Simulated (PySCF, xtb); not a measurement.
CH₂Cl, SMILES [CH2]Cl, multiplicity 2.

Harmonic wavenumbers (cm⁻¹) from GFN2-xTB run with xtb at its own minimum, in rising order: 133, 841, 948, 1315, 3136, 3196.

### Question
What does B3LYP-D3(BJ)/def2-TZVP (PySCF) give at its own minimum? (An estimate is asked for; the answer gives what the named calculation found.)

### Answer
217, 834, 995, 1416, 3170, 3318. Paired by order, the mean absolute difference is 66 cm⁻¹ and the zero-point energies are 13.7 and 14.2 kcal/mol.
